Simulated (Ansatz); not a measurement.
Harmonic frequencies (cm⁻¹) at PBE0-D4/def2-TZVP from Ansatz: 152, 234, 462, 929, 1035, 1175, 1203, 1253, 1332, 1456, 1468, 1503, 1663, 3018, 3082, 3133, 3461, 3546.

Each molecule was computed in one conformer, which needn't be the lowest.

Task: Which molecule is it?
A. `Oc1ccncc1`
B. `CC(Br)Br`
C. `CON`
D. `O=[Se]=O`

Result: C.
